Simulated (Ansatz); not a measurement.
CH$_{2}$BFOS, SMILES `O=C(S)BF` at its PBE0-D4/def2-TZVP geometry, where that method's forces vanish. Charge 0, multiplicity 1.

```csv
atom,x (Å),y (Å),z (Å)
O1,-1.7351,-0.4782,0.8108
C2,-0.6816,-0.3973,0.2395
S3,-0.0301,-1.7785,-0.7004
B4,0.2300,0.9148,0.2202
F5,-0.3554,2.0622,-0.0105
H6,1.1590,-1.2077,-0.9595
H7,1.4132,0.8846,0.3998
```

Problem. For each bond, give half the difference of the two atoms' forces along it (eV/Å; positive pushes the atoms apart) under PBE-D4, r2SCAN-D4, B3LYP-D4, ωB97M-V in def2-TZVPP. (Best estimate.)

Solution. Computed: 
```json
{"bond": "O1–C2", "length (Å)": "1.201", "PBE-D4": "1.11", "r2SCAN-D4": "0.45", "B3LYP-D4": "0.27", "ωB97M-V": "0.10"}
{"bond": "C2–S3", "length (Å)": "1.793", "PBE-D4": "0.15", "r2SCAN-D4": "0.18", "B3LYP-D4": "0.19", "ωB97M-V": "0.00"}
{"bond": "C2–B4", "length (Å)": "1.598", "PBE-D4": "-0.55", "r2SCAN-D4": "-0.26", "B3LYP-D4": "-0.15", "ωB97M-V": "0.01"}
{"bond": "S3–H6", "length (Å)": "1.344", "PBE-D4": "0.23", "r2SCAN-D4": "-0.01", "B3LYP-D4": "-0.02", "ωB97M-V": "-0.08"}
{"bond": "B4–F5", "length (Å)": "1.309", "PBE-D4": "0.58", "r2SCAN-D4": "0.21", "B3LYP-D4": "0.22", "ωB97M-V": "0.20"}
{"bond": "B4–H7", "length (Å)": "1.197", "PBE-D4": "-0.01", "r2SCAN-D4": "-0.07", "B3LYP-D4": "-0.17", "ωB97M-V": "-0.23"}
```

B3LYP here is the variant with VWN-RPA as its local correlation; programs differ in this.
